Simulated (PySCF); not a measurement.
C2H3N, SMILES `C#CN`, neutral singlet in the gas phase. 

Cartesian coordinates (Å):
```xyz
6

C      1.3380    -0.2084     0.7480
C      0.2512    -0.0125     0.2445
N     -0.9169     0.2349    -0.3871
H      2.2837    -0.3895     1.2117
H     -1.4851     0.9674     0.0343
H     -1.4709    -0.5919    -0.6028
```
Charge 0, spin multiplicity 1.

All levels are single points at this geometry (PBE-D3(BJ)/def2-TZVP); Pople sets use spherical d functions. Orbital energies aren't observables, and empty levels follow the basis.

SVWN5/6-31G* in PySCF gives dipole (D) = 2.01.

Problem. Estimate the dipole (D) from each of these levels: PBE-D3(BJ)/def2-TZVP in PySCF; B3LYP/6-311+G** in PySCF; B3LYP/6-31G* in PySCF; M06-2X/6-31G* in PySCF; HF/STO-3G in PySCF.

Solution. 
```json
[
 {"level": "PBE-D3(BJ)/def2-TZVP in PySCF", "dipole (D)": "1.94"},
 {"level": "B3LYP/6-311+G** in PySCF", "dipole (D)": "1.86"},
 {"level": "B3LYP/6-31G* in PySCF", "dipole (D)": "1.89"},
 {"level": "M06-2X/6-31G* in PySCF", "dipole (D)": "1.86"},
 {"level": "HF/STO-3G in PySCF", "dipole (D)": "1.54"}
]
```
